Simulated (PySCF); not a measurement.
Assignment exercise: C$_{3}$H$_{7}$ClO$_{3}$Si

Mapped SMILES: `[CH3:1][O:2][C:3](=[O:4])[O:5][CH2:6][SiH2:7][Cl:8]`. Each H is labelled by its parent atom.

- σ from GIAO-PBE0/pcSseg-1
- structure optimised with GFN2-xTB
- program: PySCF
- non-relativistic Hamiltonian, one averaged value for each set of equivalent atoms, one conformer, isolated molecule

References, each an isolated molecule treated in the same way: TMS for 13C (186.93 ppm), 1H (31.72 ppm).

Task: Assign these signals to the numbered atoms. 13C{1H} NMR (computed): δ 168.6, 62.6, 56.9.

Result: 
168.6 → C3, carbonate carbon: it is a carbonyl in resonance with an O or N lone pair, the region of acids, esters and amides
62.6 → C6, sp3 CH2 bonded to O and Si: deshielded by the electronegative neighbour
56.9 → C1, methyl carbon bonded to O: pulled downfield by the heteroatom

Task: Assign these signals to the numbered atoms. 1H NMR (300 MHz, computed): δ 5.62 (t, 2H), 4.22 (s, 3H), 4.13 (t, 2H).

Result: 
5.62 → H(Si7), hydrogen on a silicon bonded to C, Cl
4.22 → H(C1), hydrogen on a methyl carbon bonded to O: its carbon carries O, an electronegative neighbour
4.13 → H(C6), hydrogen on an sp3 CH2 bonded to O and Si: its carbon carries O, which withdraws density

H(C1) and H(C6) lie closer than the usual error of such a calculation, so a measured spectrum could show them in the other order.

Shifts are as computed. Against solution values, carbons near 30 ppm lie about +3 ppm off and those near 130 ppm about +5 ppm. Of 1309 compounds with measured shifts, 239 miss one by over three times the rms of a fit or turn the order of signals round; such compounds aren't used in these exercises. No couplings were computed; multiplicities are counted from neighbouring protons, with m where these are inequivalent, close in shift, in a saturated or five-membered ring or joined by F or P, and br s for small geminal =CH2 splittings.
